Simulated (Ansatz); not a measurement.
Ansatz (an electronic-structure program) input (wB97M-V/def2-TZVPD):

Ansatz 0.2 input:
```yaml
crystal:
  periodic: [false, false, false]
  atoms:
    - {symbol: Be, position_ang: [-0.87992344, -0.51025829, -0.68985964]}
    - {symbol: C, position_ang: [0.30537839, 0.17708570, 0.23941654]}
    - {symbol: H, position_ang: [0.85331289, -0.61161243, 0.76365012]}
    - {symbol: H, position_ang: [-0.15481764, 0.85375314, 0.96566621]}
    - {symbol: H, position_ang: [0.98892816, 0.73637827, -0.40637702]}
basis:
  gaussian:
    orbitals: def2-TZVPD
hamiltonian:
  xc: {name: wB97M-V}
magnetization: {spin_polarized: true, initial_magnetization: 1}
```

Output:

```
Functional definition: wB97M-V
integrals: 0.02 GiB planned
484 factors; their error is unknown
integrals: 0.05 GiB planned
228 factors; integrals over basis functions are off by at most 2.9e-5 eV
mean field: 0.35 GiB planned
mean field evaluation 1: about -1480.7171 eV, gradient 2.9e1 eV
mean field evaluation 2: about -1482.1503 eV, gradient 2.2e1 eV
mean field evaluation 4: about -1484.6656 eV, gradient 5.0e-1 eV
mean field evaluation 8: about -1484.6686 eV, gradient 1.8e-1 eV
mean field evaluation 16: about -1484.6687 eV, gradient 5.2e-5 eV
mean field -1484.66873289 eV, -54.5605695892 hartree, gradient 5.2e-5 eV, S^2 0.750558; 0 other end points of the search recorded, 0 dependent functions left out
reference -1484.66879159 eV, -54.5605717462 hartree; 7, 6 occupied and 79, 80 virtual orbitals, 484 factors
Total energy: -1484.66879159 eV, -54.5605717462 hartree
```

This state (charge 0, doublet) is run at the relaxed geometry of the species with charge 1 and multiplicity 1.
